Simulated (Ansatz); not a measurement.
Species: C3H8FSi, charge 0, multiplicity 2. It need not be the lowest isomer of its formula. 
Structure (B3LYP-D3(BJ)/def2-TZVP (Ansatz, an electronic-structure program) minimum search):
```
Si
F 1 1.6167
C 1 1.8389 2 106.95
H 3 1.0844 1 122.87 2 1.21
H 3 1.0852 4 114.43 1 -179.90
C 1 1.8663 2 107.69 3 -120.20
H 6 1.0913 1 111.20 2 58.43
H 6 1.0924 7 108.28 1 121.91
H 6 1.0927 7 107.93 8 116.62
C 1 1.8665 2 107.62 3 120.22
H 10 1.0913 1 111.19 2 -58.44
H 10 1.0924 11 108.28 1 -121.90
H 10 1.0927 11 107.92 12 -116.62
```
Charge 0, spin multiplicity 2.

Dipole moments at this geometry, in debye (magnitudes).

```tsv
level	program	dipole (D)
PBE/def2-TZVPD	Ansatz	1.80
revPBE/def2-TZVPD	Ansatz	1.77
B3LYP/def2-TZVPD	Ansatz	1.84
PBE0/def2-TZVPD	Ansatz	1.87
BHLYP/def2-TZVPD	Ansatz	1.91
r2SCANh/def2-TZVPD	Ansatz	[?]
r2SCAN0/def2-TZVPD	Ansatz	1.87
CAM-B3LYP/def2-TZVPD	Ansatz	1.88
wB97X-V/def2-TZVPD	Ansatz	1.86
CCSD(T)/aug-cc-pV(D+d)Z	Ansatz	[?]
```

Q: Fill in the missing entries.

A: 
- r2SCANh/def2-TZVPD, dipole (D): 1.84
- CCSD(T)/aug-cc-pV(D+d)Z, dipole (D): 1.81
